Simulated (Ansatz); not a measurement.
Compare A (`C[CH]([SiH3])[AlH][NH2]`) with its isomer B (`[CH3][AlH][NH][SiH2]C`).

Isolated molecules relaxed with PBE0-D4/def2-TZVP in Ansatz; ΔE leaves out vibrations. CBS: MP2 limit from def2 TZ/QZ plus the TZ coupled-cluster correction, frozen cores. DFT in def2-TZVPP. B3LYP here is the variant with VWN-RPA as its local correlation; programs differ in this. One conformer a species, not always the lowest.

(1) Which isomer does CCSD(T)/CBS put lower? Give the gap. (An estimate is asked.)

(2) Give E(B) − E(A) in kJ/mol with HF/def2-TZVPP, B2PLYP, PBE-D4, B3LYP-D4, r2SCAN-D4, PBE0-D4, B3LYP. (An estimate is asked.)

Largest T1 diagnostic: 0.011.

## Answers

(1) The calculation gave: B, by 110.4 kJ/mol.

(2) Ansatz gave: HF/def2-TZVPP -122.8, B2PLYP -115.3, PBE-D4 -102.1, B3LYP-D4 -110.8, r2SCAN-D4 -112.3, PBE0-D4 -105.6, B3LYP -116.1. None reverses the order clearly.

From PBE to PBE0 (25 % exact exchange), in def2-TZVPP and without D4, E(B) − E(A) moves by −3.1 kJ/mol. In def2-TZVPP, CCSD(T) changes the Hartree–Fock value by +13.2 kJ/mol (the triples alone add +2.0 kJ/mol) and MP2 by +11.2 kJ/mol.
